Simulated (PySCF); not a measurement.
fluorobenzene (SMILES Fc1ccccc1)

Geometry (Å), atoms numbered from 1 in this order:
```xyz
12

F    -2.229   -1.286   -0.133
C    -1.116   -0.553   -0.136
C     0.116   -1.196   -0.157
C     1.276   -0.423   -0.159
C     1.199    0.970   -0.140
C    -0.050    1.592   -0.119
C    -1.219    0.833   -0.117
H     0.149   -2.287   -0.172
H     2.250   -0.917   -0.176
H     2.111    1.570   -0.142
H    -0.118    2.682   -0.104
H    -2.207    1.296   -0.100
```

Method used: PySCF, quadratic response CAM-B3LYP/def2-TZVPD first hyperpolarisability, Taylor convention, gas phase. Geometry: PBE0-D3(BJ)/def2-SVP.

Q: Give the tensor of the second harmonic β(−2ω;ω,ω) at 1064 nm in the axes of these coordinates.

A: In au, Taylor convention; rows are the first index (the induced dipole):
```
      xx     yy     zz     xy     xz     yz
x  -97.4  -41.7  -29.7  -64.6   -0.4   +0.3
y  -64.1  -27.5  -19.6  -42.5   +0.3   +0.6
z   -0.4   +0.6   +0.2   +0.3  -29.5  -19.4
```
Norm of βᵢ = ⅓ Σⱼ (βᵢⱼⱼ + βⱼᵢⱼ + βⱼⱼᵢ): 202.6 au, hyper-Rayleigh value 78.4 au.
